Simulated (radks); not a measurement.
The numbers below are computed, except where a source is named.
Task: Ionisation of Ho13+, [Kr] 4d10 4f6 5s2, to Ho14+, [Kr] 4d10 4f6 5s1, under several functionals. Dirac Kohn-Sham, spin-unpolarised, spherical densities, finite nucleus; open shells fill j = l - 1/2 first; a radial shooting solver on a logarithmic mesh with Libxc functionals. Known Delta-SCF values: exchange-only LDA 278.57 eV; LDA (Slater exchange, Perdew-Wang correlation) 280.47 eV; AM05 279.68 eV. What does exchange-only PBE give, and what is its highest occupied eigenvalue?

Result: 278.55 eV by Delta-SCF; the 4f5/2 eigenvalue is -256.95 eV. NIST: 284 eV (theoretical).

Beside tabulated values, note that spin-unpolarised runs miss the spin-polarisation part of the exchange energy of open shells.
